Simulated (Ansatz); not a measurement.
Program: Ansatz. Geometries: PBE0-D4/def2-TZVP. ΔE: electronic, gas phase. CCSD(T)/CBS is the MP2 limit (def2-TZVPP, def2-QZVPP) plus CCSD(T) − MP2 in def2-TZVPP, frozen cores. DFT in def2-TZVPP. Elements past krypton have def2 core potentials. For Zr outer-core shells are correlated without core-valence functions, which leaves a few kJ/mol of doubt a bond. Each species was taken in one conformer, which may not be the lowest.

Consider the substitution at a C–O bond: `CC(C)OB(O)F` + `[NH2][Zr]([Cl])([Cl])[Cl]` → `CC(C)[NH][Zr]([Cl])([Cl])[Cl]` + `OB(O)F`.

`CC(C)OB(O)F`:

Cartesian coordinates in Å:
```
C 0.522 -1.428 0.186
C -0.395 -0.254 -0.082
C -1.784 -0.457 0.478
O 0.144 0.920 0.533
B 1.038 1.700 -0.097
O 1.477 1.440 -1.361
F 1.500 2.772 0.557
H 0.622 -1.591 1.262
H 0.118 -2.338 -0.265
H 1.513 -1.250 -0.235
H -0.455 -0.084 -1.162
H -2.253 -1.333 0.024
H -2.411 0.414 0.279
H -1.738 -0.608 1.559
H 2.101 2.098 -1.675
```

`[NH2][Zr]([Cl])([Cl])[Cl]`:

Cartesian coordinates in Å:
```
N -1.106 0.337 0.537
Zr 0.621 -0.167 -0.317
Cl 0.209 -0.421 -2.602
Cl 2.165 1.503 0.214
Cl 1.337 -2.208 0.584
H -1.202 0.876 1.389
H -2.024 0.080 0.196
```

`CC(C)[NH][Zr]([Cl])([Cl])[Cl]`:

Cartesian coordinates in Å:
```
C 0.546 -0.184 -1.395
C 0.621 0.675 -0.146
C 1.845 0.336 0.691
N -0.598 0.519 0.640
Zr -2.215 -0.620 0.454
Cl -3.308 -0.089 -1.556
Cl -1.559 -2.877 0.416
Cl -3.524 -0.123 2.325
H -0.318 0.081 -2.010
H 0.484 -1.245 -1.134
H 1.440 -0.048 -2.006
H 0.693 1.726 -0.459
H 2.761 0.497 0.116
H 1.897 0.960 1.587
H 1.811 -0.710 1.004
H -0.574 1.102 1.473
```

`OB(O)F`:

Z-matrix (Å, degrees):
```
B
O 1 1.352
F 1 1.333 2 117.9
O 1 1.360 2 121.6 3 180.0
H 2 0.960 1 112.5 3 -180.0
H 4 0.960 1 113.1 2 -180.0
```

CCSD(T)/CBS gives -0.22 eV.

(1) Another level gave -0.12 eV. Which?
A. PBE-D4/def2-TZVPP
B. PBE/def2-TZVPP
C. HF/def2-TZVPP
D. CCSD(T)/def2-TZVPP

Largest T1 diagnostic among the species: 0.015.

## Answers

(1) B. PBE -0.12, HF/def2-TZVPP 0.02, PBE-D4 -0.19, CCSD(T)/def2-TZVPP -0.24 eV.

In def2-TZVPP, CCSD(T) changes the Hartree–Fock value by −0.27 eV (the triples alone add −0.04 eV) and MP2 by −0.35 eV. The D4 term adds −0.11 eV with B3LYP and −0.07 eV with PBE0; it sums over pairs of atoms, weighted by their polarisabilities, and B3LYP, whose exchange is more repulsive, gets the larger term.

B3LYP here is the variant with VWN-RPA as its local correlation; programs differ in this.
